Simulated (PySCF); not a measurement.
Compound: CH₅Sb.
Atom-mapped SMILES: `[CH3:1][SbH2:2]` (hydrogens: H3, H4, H5 on C1; H6, H7 on Sb2)

Method: PBE0-D3(BJ)/def2-SVP geometry optimisation, gas phase, def2 core potentials past Kr in PySCF; density fitting, grid level 1; the optimiser is geomeTRIC in internal coordinates, started from a GFN2-xTB structure with every atom displaced at random (about 0.01 Å).

Step 0: E = -7653.4863 eV
```
atom  x, y, z in Å  |  force x, y, z in eV/Å
C1     -0.8346   -0.0765   -0.0460   -0.817   1.241  -0.770
Sb2     1.1678   -0.1403   -0.7851    0.383  -0.059  -0.293
H3     -1.4321    0.6897   -0.6186    0.541  -0.526   0.404
H4     -0.8315    0.2129    0.9978   -0.088  -0.002   0.507
H5     -1.3334   -1.0227   -0.1943   -0.214  -0.668   0.040
H6      1.5883    1.3064    0.0134    0.064   0.231  -0.005
H7      1.7095   -0.9985    0.5828    0.131  -0.216   0.117
```

Question: Estimate the geometry and energy of step 1. (The exact step hangs on the optimiser's Hessian estimate; all steps are aligned on step 0, rigid shifts and turns removed.)

Answer: E = -7653.5328 eV, largest force 0.244 eV/Å
```
atom  x, y, z in Å  |  force x, y, z in eV/Å
C1     -0.8766   -0.0692   -0.0416    0.197  -0.140   0.032
Sb2     1.1810   -0.1631   -0.7710    0.035   0.051   0.229
H3     -1.3786    0.7283   -0.5989   -0.140   0.049  -0.072
H4     -0.8967    0.1647    1.0293   -0.019  -0.015   0.024
H5     -1.3819   -1.0304   -0.2273    0.047   0.118  -0.005
H6      1.6002    1.3544   -0.0513   -0.029  -0.147  -0.073
H7      1.7864   -1.0137    0.6110   -0.091   0.085  -0.135
```

The energy changes by -0.0465 eV. The first-order estimate −F·Δx gives -0.1237 eV and the mean of the old and new forces, exact on a quadratic surface, -0.0475 eV. The step makes an angle of 71° with the force vector and moves no atom by more than 0.087 Å.

The cost below is that of the whole optimisation. Hardware: an Arm Neoverse V2 with one thread (shared host). Cost: 7.5 s, 0.30 GiB resident at most.
